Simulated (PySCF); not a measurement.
Electron correlation in Si⁺ (silicon, charge +1)

[Ne] 3s2 3p1, 2P determinant. Calculation: PySCF 2.14, in x2c-TZVPall; scalar relativity by spin-free X2C-1e. Frozen: [Ne]; 3 electrons correlated.

MP2 pair energies summed by pair of shells (mhartree):

```
 pair  energy  share (%)
3s-3s  -22.33       55.6
3s-3p  -17.80       44.4
```

Total MP2 correlation energy: -40.13 mhartree.

Same-spin part -2.62 and opposite-spin part -37.51 mhartree; SCS-MP2 scales them by 1/3 and 6/5 to -45.88 mhartree.

```json
{"level": "CCSD", "correlation energy (mhartree)": "-57.53"}
{"level": "(T)", "correlation energy (mhartree)": "-1.04"}
{"level": "CCSD(T)", "correlation energy (mhartree)": "-58.57"}
```

Diagnostics: T1 = 0.014, D1 = 0.0319, largest double amplitude 0.106.

Cost of the coupled-cluster step: 0.31 s of wall time on 1 thread of Neoverse-V2 (shared host), for 3 correlated electrons.

Iterations:

```
CC2 = 0
CCSD nocc = (np.int64(2), np.int64(1)), nmo = (32, 32)
frozen orbitals [[0, 1, 2, 3, 4], [0, 1, 2, 3, 4]]
max_cycle = 100
direct = 0
conv_tol = 1e-08
conv_tol_normt = 1e-06
diis_space = 8
diis_start_cycle = 0
Init t2, MP2 energy = -0.0401253253728221
Init E_corr(UCCSD) = -0.0401253253731408
cycle = 1  E_corr(UCCSD) = -0.0508298717496617  dE = -0.0107045464  norm(t1,t2) = 0.0553699
cycle = 2  E_corr(UCCSD) = -0.0545969603929624  dE = -0.00376708864  norm(t1,t2) = 0.0246197
cycle = 3  E_corr(UCCSD) = -0.0575215731641599  dE = -0.00292461277  norm(t1,t2) = 0.0119989
cycle = 4  E_corr(UCCSD) = -0.0575066665615579  dE = 1.49066026e-05  norm(t1,t2) = 0.00163094
cycle = 5  E_corr(UCCSD) = -0.0575349564624304  dE = -2.82899009e-05  norm(t1,t2) = 0.000226469
cycle = 6  E_corr(UCCSD) = -0.0575255729370087  dE = 9.38352542e-06  norm(t1,t2) = 4.57349e-05
cycle = 7  E_corr(UCCSD) = -0.0575298888040371  dE = -4.31586703e-06  norm(t1,t2) = 1.51888e-05
cycle = 8  E_corr(UCCSD) = -0.0575287033618369  dE = 1.1854422e-06  norm(t1,t2) = 4.9498e-06
cycle = 9  E_corr(UCCSD) = -0.0575286513354302  dE = 5.20264066e-08  norm(t1,t2) = 4.57832e-07
cycle = 10  E_corr(UCCSD) = -0.0575286817395678  dE = -3.04041376e-08  norm(t1,t2) = 1.53217e-07
cycle = 11  E_corr(UCCSD) = -0.0575286827881778  dE = -1.04860995e-09  norm(t1,t2) = 2.61884e-08
UCCSD converged
E(UCCSD) = -289.2312755941329  E_corr = -0.05752868278817779
UCCSD(T) correction = -0.00103541702769594
```
